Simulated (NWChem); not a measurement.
The numbers come from NWChem runs, not from measurements. System: CuI, charge 0, spin multiplicity 1, at a geometry optimised with PBE/def2-SVP with def2 effective core potentials on I. The structure started from a generated list of species. Level: TD-BHandHLYP/def2-SVPD with def2 effective core potentials on I.

Part of the output:

```
             Northwest Computational Chemistry Package (NWChem) 7.3.0
             --------------------------------------------------------

                                NWChem Input Module
                                -------------------

 Scaling coordinates for geometry "geometry" by  1.889725989
 (inverse scale =  0.529177249)

 Turning off AUTOSYM since
 SYMMETRY directive was detected!

                             Geometry "geometry" -> ""
                             -------------------------

 Output coordinates in angstroms (scale by  1.889725989 to convert to a.u.)

  No.       Tag          Charge          X              Y              Z
 ---- ---------------- ---------- -------------- -------------- --------------
    1 Cu                  29.0000     0.00000000     0.00000000    -1.53308000
    2 I                   53.0000     0.00000000     0.00000000     0.83885500

 Effective nuclear repulsion energy (a.u.)     342.9037607323

            Nuclear Dipole moment (a.u.)
            ----------------------------
        X                 Y               Z
 ---------------- ---------------- ----------------
     0.0000000000     0.0000000000    -0.0000094486

      Symmetry information
      --------------------

 Group name             C2v
 Group number             16
 Group order               4
 No. of unique centers     2

      Symmetry unique atoms

     1    2


 Summary of "ao basis" -> "" (spherical)
 ------------------------------------------------------------------------------
       Tag                 Description            Shells   Functions and Types
 ---------------- ------------------------------  ------  ---------------------
 *                         def2-svpd                  on all atoms

                                 NWChem DFT Module
                                 -----------------

 Summary of "ao basis" -> "ao basis" (spherical)
 ------------------------------------------------------------------------------
       Tag                 Description            Shells   Functions and Types
 ---------------- ------------------------------  ------  ---------------------
 Cu                        def2-svpd                12       34   5s4p2d1f
 I                         def2-svpd                13       35   5s5p3d

 Summary of "ao basis" -> "ao basis" (spherical)
 ------------------------------------------------------------------------------
       Tag                 Description            Shells   Functions and Types
 ---------------- ------------------------------  ------  ---------------------
 Cu                        def2-svpd                12       34   5s4p2d1f
 I                         def2-svpd                13       35   5s5p3d

      Symmetry analysis of basis
      --------------------------

        a1         31
        a2          6
        b1         16
        b2         16

            General Information
            -------------------
          SCF calculation type: DFT
          Wavefunction type:  closed shell.
          No. of atoms     :     2
          No. of electrons :    54
           Alpha electrons :    27
            Beta electrons :    27
          Charge           :     0
          Spin multiplicity:     1
          Use of symmetry is: off; symmetry adaption is: on
          Maximum number of iterations: 100
          AO basis - number of functions:    69
                     number of shells:    25
          Convergence on energy requested:  1.00D-06
          Convergence on density requested:  1.00D-05
          Convergence on gradient requested:  5.00D-04

              XC Information
              --------------
                        BHLYP Method XC Functional
                     Hartree-Fock (Exact) Exchange  0.500
                        Slater Exchange Functional  0.500 local
                    Becke 1988 Exchange Functional  0.500 non-local
              Lee-Yang-Parr Correlation Functional  1.000

             Grid Information
             ----------------
          Grid used for XC integration:  medium
          Radial quadrature: Mura-Knowles
          Angular quadrature: Lebedev.
          Tag              B.-S. Rad. Rad. Pts. Rad. Cut. Ang. Pts.
[...]
  Restricted singlet excited states

  Iter   NTrls   NConv    DeltaV     DeltaE      Time
  ----  ------  ------  ---------  ---------  ---------
    1      5       0     0.13E+00   0.10+100        5.4
    2     15       0     0.11E+00   0.29E-01        6.7
    3     25       0     0.60E-01   0.43E-01        6.7
    4     35       0     0.14E-01   0.55E-02        6.5
    5     45       0     0.30E-02   0.17E-03        6.2
    6     55       2     0.43E-03   0.45E-05        6.2
    7     61       2     0.31E-03   0.12E-06        5.3
    8     65       3     0.64E-01   0.18E-01        4.9
    9     69       4     0.83E-02   0.92E-03        4.9
   10     71       4     0.14E-02   0.17E-04        4.5
   11     73       4     0.23E-03   0.48E-06        4.5
   12     75       5     0.92E-04   0.16E-07        4.5
  ----  ------  ------  ---------  ---------  ---------
  Convergence criterion met

  Ground state a1      -1937.929657401313 a.u.

  ----------------------------------------------------------------------------
  Root   1 singlet b1             0.109661235 a.u.                2.9840 eV
  ----------------------------------------------------------------------------
     Transition Moments    X  0.40734   Y -0.03648   Z -0.00000
     Transition Moments   XX  0.00000  XY -0.00000  XZ -0.83463
     Transition Moments   YY  0.00000  YZ  0.07475  ZZ  0.00000
     Dipole Oscillator Strength                    0.0122276465
     Electric Quadrupole                           0.0000000049
     Magnetic Dipole                               0.0000000034
     Total Oscillator Strength                     0.0122276548

          sigma_e =   2.0793 Angstrom
          sigma_h =   1.6938 Angstrom
         |d_h->e| =   2.1017 Angstrom
            d_exc =   3.4026 Angstrom
            d_CD1 =   2.4872 Angstrom
            d_CD2 =   0.2152 Angstrom
            d_CD3 =   5.5043 Angstrom
     Pearson C.C. =   0.0045

     Occ.   22  b1  ---  Virt.   28  a1  -0.29930 X
     Occ.   22  b1  ---  Virt.   34  a1  -0.06021 X
     Occ.   26  b2  ---  Virt.   28  a1   0.08406 X
     Occ.   27  b1  ---  Virt.   28  a1  -0.93860 X
     Occ.   27  b1  ---  Virt.   34  a1  -0.07004 X
     Occ.   27  b1  ---  Virt.   35  a1   0.08892 X
  ----------------------------------------------------------------------------
  Root   2 singlet b2             0.109661235 a.u.                2.9840 eV
  ----------------------------------------------------------------------------
     Transition Moments    X -0.03648   Y -0.40734   Z  0.00000
     Transition Moments   XX -0.00000  XY  0.00000  XZ  0.07475
     Transition Moments   YY -0.00000  YZ  0.83463  ZZ  0.00000
     Dipole Oscillator Strength                    0.0122276465
     Electric Quadrupole                           0.0000000049
     Magnetic Dipole                               0.0000000034
     Total Oscillator Strength                     0.0122276548

          sigma_e =   2.0793 Angstrom
          sigma_h =   1.6938 Angstrom
         |d_h->e| =   2.1017 Angstrom
            d_exc =   3.4026 Angstrom
            d_CD1 =   2.4872 Angstrom
            d_CD2 =   0.2152 Angstrom
            d_CD3 =   5.5043 Angstrom
     Pearson C.C. =   0.0045

     Occ.   21  b2  ---  Virt.   28  a1  -0.29930 X
     Occ.   21  b2  ---  Virt.   34  a1  -0.06021 X
     Occ.   26  b2  ---  Virt.   28  a1   0.93860 X
     Occ.   26  b2  ---  Virt.   34  a1   0.07004 X
     Occ.   26  b2  ---  Virt.   35  a1  -0.08892 X
     Occ.   27  b1  ---  Virt.   28  a1   0.08406 X
  ----------------------------------------------------------------------------
  Root   3 singlet a1             0.126184967 a.u.                3.4337 eV
  ----------------------------------------------------------------------------
     Transition Moments    X  0.00000   Y  0.00000   Z  0.68109
     Transition Moments   XX -0.46153  XY  0.00000  XZ -0.00000
     Transition Moments   YY -0.46153  YZ -0.00000  ZZ -0.12435
     Dipole Oscillator Strength                    0.0390234572
     Electric Quadrupole                           0.0000000004
     Magnetic Dipole                               0.0000000000
     Total Oscillator Strength                     0.0390234576

          sigma_e =   1.9469 Angstrom
          sigma_h =   1.4020 Angstrom
         |d_h->e| =   1.0318 Angstrom
            d_exc =   2.6028 Angstrom
            d_CD1 =   1.5767 Angstrom
            d_CD2 =  -0.6427 Angstrom
            d_CD3 =   3.6346 Angstrom
     Pearson C.C. =   0.0084

     Occ.   20  a1  ---  Virt.   28  a1  -0.51200 X
     Occ.   20  a1  ---  Virt.   34  a1  -0.10080 X
     Occ.   20  a1  ---  Virt.   35  a1   0.06928 X
     Occ.   20  a1  ---  Virt.   41  a1   0.05735 X
     Occ.   25  a1  ---  Virt.   28  a1   0.83491 X
     Occ.   25  a1  ---  Virt.   34  a1   0.09281 X
     Occ.   25  a1  ---  Virt.   35  a1  -0.05810 X
     Occ.   26  b2  ---  Virt.   30  b2  -0.06306 X
     Occ.   27  b1  ---  Virt.   29  b1  -0.06306 X
  ----------------------------------------------------------------------------
  Root   4 singlet a1             0.145081395 a.u.                3.9479 eV
  ----------------------------------------------------------------------------
     Transition Moments    X -0.00000   Y  0.00000   Z  0.00000
     Transition Moments   XX  0.44190  XY -0.00000  XZ  0.00000
     Transition Moments   YY -0.44189  YZ  0.00000  ZZ -0.00001
     Dipole Oscillator Strength                    0.0000000000
     Electric Quadrupole                           0.0000000032
     Magnetic Dipole                               0.0000000000
     Total Oscillator Strength                     0.0000000032

          sigma_e =   1.8527 Angstrom
          sigma_h =   0.6004 Angstrom
         |d_h->e| =   0.4475 Angstrom
            d_exc =   1.9973 Angstrom
            d_CD1 =   1.6998 Angstrom
            d_CD2 =  -0.7791 Angstrom
            d_CD3 =   2.4448 Angstrom
     Pearson C.C. =   0.0018

     Occ.   24  a1  ---  Virt.   28  a1  -0.97297 X
     Occ.   24  a1  ---  Virt.   34  a1  -0.16906 X
     Occ.   24  a1  ---  Virt.   35  a1   0.13221 X
     Occ.   24  a1  ---  Virt.   41  a1   0.07952 X
  ----------------------------------------------------------------------------
  Root   5 singlet b1             0.164238609 a.u.                4.4692 eV
  ----------------------------------------------------------------------------
     Transition Moments    X  0.04209   Y -0.00403   Z -0.00000
     Transition Moments   XX -0.00000  XY -0.00000  XZ  0.82014
     Transition Moments   YY -0.00000  YZ -0.07860  ZZ  0.00000
     Dipole Oscillator Strength                    0.0001957427
     Electric Quadrupole                           0.0000000160
     Magnetic Dipole                               0.0000000073
     Total Oscillator Strength                     0.0001957660

          sigma_e =   1.9603 Angstrom
          sigma_h =   1.3193 Angstrom
         |d_h->e| =   0.9802 Angstrom
            d_exc =   2.5337 Angstrom
            d_CD1 =   1.6212 Angstrom
            d_CD2 =  -0.6596 Angstrom
            d_CD3 =   3.5139 Angstrom
     Pearson C.C. =   0.0241

     Occ.   21  b2  ---  Virt.   28  a1   0.08805 X
     Occ.   22  b1  ---  Virt.   28  a1   0.91866 X
     Occ.   22  b1  ---  Virt.   34  a1   0.15044 X
     Occ.   22  b1  ---  Virt.   35  a1  -0.12591 X
     Occ.   22  b1  ---  Virt.   41  a1  -0.06249 X
     Occ.   27  b1  ---  Virt.   28  a1  -0.31077 X

              Target root =      1
          Target symmetry = none
      Ground state energy =  -1937.929657401313
        Excitation energy =      0.109661234942
     Excited state energy =  -1937.819996166371

  stored tddft:energy   -1937.8199961663711

 Task  times  cpu:       69.1s     wall:       69.1s

 Total times  cpu:       69.1s     wall:       69.1s
```

### Question
Write an NWChem input that would produce this output.

### Answer
This is not unique; one that fits is 
```
start mol
memory heap 200 mb stack 900 mb global 1100 mb
geometry units angstroms nocenter noautoz
  Cu     0.000000     0.000000    -1.533080
  I      0.000000     0.000000     0.838855
  symmetry group C2v
end
basis spherical
  * library def2-svpd
end
ecp
  I library def2-ecp
end
dft
  xc bhlyp
  semidirect memsize 60000000 filesize 0
  iterations 100
end
tddft
  rpa
  nroots 5
  notriplet
  thresh 1e-4
end
task tddft energy
```
